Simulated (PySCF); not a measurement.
potassium atom (K), doublet; SVWN5/def2-TZVP run with PySCF.

Input for PySCF:
```python
from pyscf import gto, scf, dft

mol = gto.M(
    atom='''
K     0.00000000    0.00000000    0.00000000
''',
    basis='def2-tzvp',
    spin=1,
    verbose=5,
)

mf = dft.UKS(mol)
mf.xc = 'lda,vwn'
mf.grids.radi_method = dft.radi.mura_knowles
mf.kernel()
mf.analyze()
```

What the program printed (banner, timings and long lists left out):

```
PySCF version 2.14.0

[INPUT] verbose = 5
[INPUT] max_memory = 4000
[INPUT] num. atoms = 1
[INPUT] num. electrons = 19
[INPUT] charge = 0
[INPUT] spin (= nelec alpha-beta = 2S) = 1
[INPUT] symmetry False subgroup None
[INPUT] Mole.unit = angstrom
[INPUT] Symbol           X                Y                Z      unit          X                Y                Z       unit  Magmom
[...]
[INPUT] ---------------- BASIS SET ----------------
[INPUT] l, kappa, [nprim/nctr], expnt,             c_1 c_2 ...
[INPUT] K
[...]
                                23082.497672      0.0018342929137
                                5253.2344745      0.0095310527769
                                1486.9550133      0.03863840698
                                484.06333726      0.12480768502
                                173.5665398       0.29278861009
                                67.116381464      0.4063342586
                                26.339502054      0.2007721586
[...]
                                53.058649063      -0.1155309504
                                7.9212753964      0.57455545175
                                3.2108880472      0.57023185107
[...]
                                0.70209907282     0.75528392045
[...]
                                172.13265061      0.020673630835
                                54.829847075      0.09320560387
                                20.166266494      0.2543651821
                                7.8610728806      0.3913113281
                                3.1105213132      0.22481345943
[...]
                                1.5139617411      0.57359428604
                                0.58328591795     1.0798320002
[...]
nuclear repulsion = 0
number of shells = 13
number of NR pGTOs = 65
number of NR cGTOs = 33
basis = def2-tzvp
ecp = {}

******** <class 'pyscf.dft.uks.UKS'> ********
method = UKS
initial guess = minao
damping factor = 0
level_shift factor = 0
DIIS = <class 'pyscf.scf.diis.CDIIS'>
diis_start_cycle = 1
diis_space = 8
diis_damp = 0
SCF conv_tol = 1e-09
SCF conv_tol_grad = None
SCF max_cycles = 50
direct_scf = True
direct_scf_tol = 1e-13
number electrons alpha = 10  beta = 9
XC library pyscf.dft.libxc version 7.1.2
    S. Lehtola, C. Steigemann, M. J. T. Oliveira, and M. A. L. Marques,  SoftwareX 7, 1–5 (2018)
XC functionals = lda,vwn
    P. A. M. Dirac,  Math. Proc. Cambridge Philos. Soc. 26, 376 (1930)
    F. Bloch,  Z. Phys. 57, 545 (1929)
    S. H. Vosko, L. Wilk, and M. Nusair,  Can. J. Phys. 58, 1200 (1980)
radial grids: Mura-Knowles [JCP 104, 9848 (1996); DOI:10.1063/1.471749] log3 quadrature radial grids
becke partition: Becke, JCP 88, 2547 (1988); DOI:10.1063/1.454033
pruning grids: <function nwchem_prune>
grids dens level: 3
symmetrized grids: False
atomic radii adjust function: <function treutler_atomic_radii_adjust>
small_rho_cutoff = 0
Set gradient conv threshold to 3.16228e-05
atom K rad-grids = 90, ang-grids = [ 50  50  50  50  50  50  50  50  50  50  50  50  50  50  50  50  50  50
  50  50  50  50  50  50  50  50  50  50  50  50  50  50  50  50  50  86
  86  86  86  86  86  86  86  86  86  86  86  86  86  86  86  86  86  86
 350 350 350 350 350 350 350 350 350 350 350 434 434 434 434 434 434 434
 434 434 434 434 434 434 434 434 434 434 434 350 350 350 350 350 350 350]
tot_boxes 729, boxes in each direction [7 7 7]
Padding 0 grids
tot grids = 17496
nelec by numeric integration = [9.49965282 9.49965282]
E1 = -824.0680563629792  E2 = 225.92707204365865  Ecoul = 257.6441298765533  Exc = -31.71705783289461
init E= -598.140984319321
cond(S) = 46.78466992778385

  alpha mo_energy =
[-1.28352581e+02 -1.28201348e+01 -1.02629090e+01 -1.02629090e+01
 -1.02629090e+01 -1.28410498e+00 -6.95941391e-01 -6.95941391e-01
 -6.95941391e-01 -9.21083154e-02 -2.39204080e-02 -2.39204080e-02
 -2.39204080e-02  1.19643397e-02  3.29682691e-02  3.29682691e-02
  3.29682691e-02  3.29682691e-02  3.29682691e-02  2.07708201e-01
[...]
converged SCF energy = -598.178682133808  <S^2> = 0.75007623  2S+1 = 2.0000762
Total Energy =                        -598.178682133808252
[...]
0 K 4dxy        -0.00000  -0.00000   0.00000  -0.53484   0.30112
0 K 4dyz        -0.00000  -0.00000   0.00000  -0.27709   0.08291
0 K 4dz^2       -0.00000  -0.00000   0.00000  -0.17166  -0.44729
0 K 4dxz        -0.00000   0.00000   0.00000  -0.21078  -0.39601
0 K 4dx2-y2     -0.00000  -0.00000   0.00000   0.18500   0.12851
0 K 5dxy        -0.00000   0.00000  -0.00000  -0.31317   0.17632
0 K 5dyz         0.00000   0.00000   0.00000  -0.16225   0.04855
0 K 5dz^2       -0.00000   0.00000   0.00000  -0.10052  -0.26191
0 K 5dxz         0.00000   0.00000   0.00000  -0.12342  -0.23188
0 K 5dx2-y2      0.00000   0.00000   0.00000   0.10833   0.07525
               #31       #32       #33
0 K 1s           0.00000  -0.00000   0.00000
0 K 2s          -0.00000   0.00000  -0.00000
0 K 3s           0.00000  -0.00000  -0.00000
0 K 4s          -0.00000   0.00000  -0.00000
0 K 5s          -0.00000   0.00000  -0.00000
0 K 6s          -0.00000   0.00000  -0.00000
0 K 2px         -0.00000   0.00000   0.00000
0 K 2py          0.00000  -0.00000  -0.00000
0 K 2pz         -0.00000   0.00000  -0.00000
0 K 3px         -0.00000  -0.00000  -0.00000
0 K 3py          0.00000   0.00000   0.00000
0 K 3pz          0.00000   0.00000  -0.00000
0 K 4px         -0.00000  -0.00000  -0.00000
0 K 4py          0.00000  -0.00000   0.00000
0 K 4pz         -0.00000   0.00000  -0.00000
0 K 5px          0.00000   0.00000   0.00000
0 K 5py         -0.00000   0.00000  -0.00000
0 K 5pz          0.00000  -0.00000  -0.00000
0 K 3dxy        -0.26845  -0.02290  -0.03080
0 K 3dyz         0.46138   0.21823   0.20441
0 K 3dz^2       -0.14255   0.38800  -0.13250
0 K 3dxz        -0.02706  -0.33088   0.31667
0 K 3dx2-y2     -0.24815   0.24371   0.45497
0 K 4dxy         0.30387   0.02592   0.03487
0 K 4dyz        -0.52225  -0.24702  -0.23138
0 K 4dz^2        0.16135  -0.43919   0.14998
0 K 4dxz         0.03063   0.37454  -0.35845
0 K 4dx2-y2      0.28089  -0.27586  -0.51500
0 K 5dxy         0.17793   0.01518   0.02042
0 K 5dyz        -0.30580  -0.14464  -0.13548
0 K 5dz^2        0.09448  -0.25717   0.08782
0 K 5dxz         0.01793   0.21931  -0.20989
0 K 5dx2-y2      0.16447  -0.16153  -0.30155

To work with the spin densities directly, `use mulliken_meta_spin()` only printing them here.

 ** Mulliken spin pop alpha/beta on meta-lowdin orthogonal AOs **
 ** Mulliken Spin Density (per AO)  **
spin_pop of  0 K 1s        0.00000
spin_pop of  0 K 2s        0.00003
spin_pop of  0 K 3s        0.00051
spin_pop of  0 K 4s        0.99202
spin_pop of  0 K 5s        0.00610
spin_pop of  0 K 6s        0.00134
spin_pop of  0 K 2px      -0.00000
spin_pop of  0 K 2py      -0.00000
spin_pop of  0 K 2pz      -0.00000
spin_pop of  0 K 3px      -0.00008
spin_pop of  0 K 3py      -0.00008
spin_pop of  0 K 3pz      -0.00008
spin_pop of  0 K 4px       0.00008
spin_pop of  0 K 4py       0.00008
spin_pop of  0 K 4pz       0.00008
spin_pop of  0 K 5px       0.00000
spin_pop of  0 K 5py       0.00000
spin_pop of  0 K 5pz       0.00000
spin_pop of  0 K 3dxy      0.00000
spin_pop of  0 K 3dyz     -0.00000
spin_pop of  0 K 3dz^2    -0.00000
spin_pop of  0 K 3dxz     -0.00000
spin_pop of  0 K 3dx2-y2   -0.00000
spin_pop of  0 K 4dxy      0.00000
spin_pop of  0 K 4dyz     -0.00000
spin_pop of  0 K 4dz^2    -0.00000
spin_pop of  0 K 4dxz     -0.00000
spin_pop of  0 K 4dx2-y2    0.00000
spin_pop of  0 K 5dxy     -0.00000
spin_pop of  0 K 5dyz      0.00000
spin_pop of  0 K 5dz^2     0.00000
spin_pop of  0 K 5dxz      0.00000
spin_pop of  0 K 5dx2-y2    0.00000
 ** Mulliken Spin Density (per atom)  **
spin density of  0 K =      1.00000
 ** Mulliken pop alpha/beta on meta-lowdin orthogonal AOs **
 ** Mulliken pop       alpha | beta **
[...]
In total            10.00000 | 9.00000
 ** Mulliken atomic charges   ( Nelec_alpha | Nelec_beta ) **
charge of  0K =      0.00000  (    10.00000      9.00000 )
Dipole moment(X, Y, Z, Debye): -0.00000,  0.00000,  0.00000
```
